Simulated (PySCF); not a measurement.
**C₆ coefficients of unlike pairs at UHF**

Calculated with PySCF 2.14 from the dipole response of each species, C₆(A,B) = (3/π) ∫ α_A(iu) α_B(iu) du, in atomic units, from isotropic polarisabilities. For ions this is the dispersion term alone; charge-induced terms of lower order in 1/R come first.

| species | configuration | basis | relativity | α (bohr³) | C₆ (like pair) |
| --- | --- | --- | --- | --- | --- |
| N⁺ | [He] 2s2 2p2 (3P) | dyall-av3z (15s9p3d2f) | spin-free X2C | 3.919 | 8.195 |
| Tl³⁺ | [Xe] 4f14 5d10 (1S) | aug-cc-pwCVTZ-DK3 with one added diffuse shell each of s, d, f type (12s10p9d6f1g) | spin-free X2C | 4.935 | 28.09 |
| Ge | [Ar] 3d10 4s2 4p2 (3P) | x2c-QZVPPall with one added diffuse shell each of s, p, d, f type (12s9p6d5f1g) | spin-free X2C | 41.22 | 363.8 |
| Re | [Xe] 4f14 5d5 6s2 (6S) | aug-cc-pVDZ-PP with ECP60MDF (5s5p4d2f) | core potential | 94.92 | 1105 |

(1) Estimate C₆ for Re with N⁺.

No spin-orbit coupling is included.

The other pairs:

```
    pair     C₆
  Ge, N⁺  49.89
Re, Tl³⁺  124.3
  Re, Ge  622.8
Ge, Tl³⁺  77.22
Tl³⁺, N⁺  14.39
```

Answers

(1) The integral gives 81.62. The combination rule 2 C_A C_B / (C_A α_B/α_A + C_B α_A/α_B) gives 74.17 and the geometric mean 95.14.
